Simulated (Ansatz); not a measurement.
C$_{2}$H$_{6}$ClFSi (`FCC[SiH2]Cl`): the same geometry under several functionals.

```yaml
crystal:
  periodic: [false, false, false]
  atoms:
    - {symbol: F, position_ang: [-1.701345, 1.063194, 0.331912]}
    - {symbol: C, position_ang: [-0.470282, 1.304779, -0.257856]}
    - {symbol: C, position_ang: [0.138685, 0.005683, -0.730137]}
    - {symbol: Si, position_ang: [0.334609, -1.297508, 0.600673]}
    - {symbol: Cl, position_ang: [1.443729, -0.501820, 2.145733]}
    - {symbol: H, position_ang: [-0.638104, 1.997581, -1.087510]}
    - {symbol: H, position_ang: [0.163494, 1.791654, 0.488751]}
    - {symbol: H, position_ang: [-0.464690, -0.422662, -1.538832]}
    - {symbol: H, position_ang: [1.130546, 0.209523, -1.148322]}
    - {symbol: H, position_ang: [1.086223, -2.455105, 0.057784]}
    - {symbol: H, position_ang: [-0.957565, -1.752321, 1.158304]}
basis:
  gaussian: {orbitals: def2-TZVPP}
hamiltonian: {xc: {name: wB97X-V}}
output: {orbitals: {seedname: orbitals}}
```

```sh
$ ansatz run in.yaml --threads 4 --pin off --events-out ev --progress --plain --max-ram 10444MiB
```

Shortened log:

```
Functional definition: wB97X-V
1471 factors; their error is unknown
323 factors; integrals over basis functions are off by at most 1.4e-5 eV
mean field evaluation 1: about -25285.8653 eV, gradient 3.6e1 eV
mean field evaluation 2: about -25287.2924 eV, gradient 2.7e1 eV
mean field evaluation 4: about -25288.6241 eV, gradient 1.9e0 eV
mean field evaluation 8: about -25288.6381 eV, gradient 8.0e-2 eV
mean field evaluation 16: about -25288.6535 eV, gradient 7.1e-5 eV
mean field -25288.65346020 eV, -929.3408733972 hartree, gradient 1.5e-5 eV, S^2 0.000000; 0 other end points of the search recorded, 0 dependent functions left out
reference -25288.65345818 eV, -929.3408733230 hartree; 29, 29 occupied and 232, 232 virtual orbitals, 1471 factors
Total energy: -25288.65345818 eV, -929.3408733230 hartree
```

Run time 14 s (4 threads of an Arm Neoverse N1 on a shared host); peak host memory 0.86 GiB.

Changing it to `hamiltonian: {xc: {name: B3LYP}, dispersion: d4}` and forces (abridged; 8.5 s):

```
Functional definition: B3LYP
mean field evaluation 16: about -25294.3069 eV, gradient 1.3e-4 eV
mean field -25294.30685194 eV, -929.5486317118 hartree, gradient 1.9e-5 eV, S^2 0.000000
Total energy: -25294.69970050 eV, -929.5630686302 hartree
Atom 0 force    -0.378798    -0.060702     0.184294 eV/Å
Atom 1 force     0.333487     0.291045    -0.155588 eV/Å
Atom 2 force     0.080266    -0.125507    -0.145205 eV/Å
Atom 3 force    -0.126053    -0.268818    -0.073752 eV/Å
Atom 4 force     0.122538     0.086211     0.171622 eV/Å
Atom 5 force     0.009371    -0.028722     0.057953 eV/Å
Atom 6 force    -0.047391    -0.016454    -0.054093 eV/Å
Atom 7 force     0.036424     0.033685     0.029197 eV/Å
Atom 8 force    -0.057564    -0.004971     0.007138 eV/Å
Atom 9 force    -0.055632     0.070528     0.026916 eV/Å
Atom 10 force     0.083353     0.023706    -0.048482 eV/Å
Dipole moment:     0.148184     0.029485    -0.466570 e Å
```

With the line `hamiltonian: {xc: {name: B2PLYP}}` (abridged; 9.5 s):

```
Functional definition: B2PLYP
mean field evaluation 16: about -25274.8297 eV, gradient 5.4e-5 eV
mean field -25274.82971488 eV, -928.8328601271 hartree, gradient 5.6e-6 eV, S^2 0.000000
13 core orbitals not correlated: weight in the atoms' cores, before any rotation towards them, 1.000 or more for the frozen orbitals, at most 0.000 for the correlated occupied ones
second order -29.68270673 eV of doubles, -0.00000000 eV of singles
Total energy: -25282.84422310 eV, -929.1273878717 hartree
```

B3LYP takes the VWN-RPA correlation (the form of Gaussian; ORCA's B3LYP/G).
